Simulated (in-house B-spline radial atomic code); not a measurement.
What moves the levels of Tl II (Tl+) ([Xe] 4f14 5d10 6s2)? Computed with an all-electron radial atomic-structure program (B-spline basis): Dirac-Hartree-Fock, average of configuration, Fermi nucleus of rms radius 5.4759 fm.

Baseline run (computed): total energy -20274.6610 hartree, 1s1/2 at -3164.445 hartree, 6s1/2 at -18.763 eV with <r> = 2.472 bohr.

Scaling the speed of light c (a factor of 100 is close to the non-relativistic limit):

| c/c0 | ΔE (hartree) | 6s1/2 level (eV) | 6s1/2 <r> (bohr) |
| --- | --- | --- | --- |
| 0.95 | -177.2 | -19.2207 | 2.429 |
| 0.98 | -66.571 | -18.9325 | 2.456 |
| 1.02 | 61.546 | -18.6083 | 2.487 |
| 1.5 | 790.6 | -16.9515 | 2.672 |
| 100 | 1313.6 | -15.9414 | 2.81 |

Changing the nucleus:

```tsv
nucleus	ΔE (eV)
Gaussian nucleus of rms radius 5.4759 fm	-1.16
uniform spherical nucleus of rms radius 5.4759 fm	0.274
Gaussian nucleus of rms radius 0.01 fm	-144
Fermi nucleus of rms radius 5.3664 fm	-4.58
Fermi nucleus of rms radius 5.5854 fm	4.64
```

A larger nucleus binds the electrons less, roughly as the density at the nucleus times the change of the nuclear <r²>. At equal rms radius the shape enters only through higher moments. A radius of 0.01 fm is nearly a point.

Task: The nuclear charge is raised by 0.1. What does the Hellmann-Feynman theorem predict for the energy, and what is found?

Result: dE/dZ ≈ -Σ<1/r>, which is -632.125 at the start and -633.382 at the end; their mean times 0.1 is -63.275 hartree, and the two runs differ by -63.27 hartree.
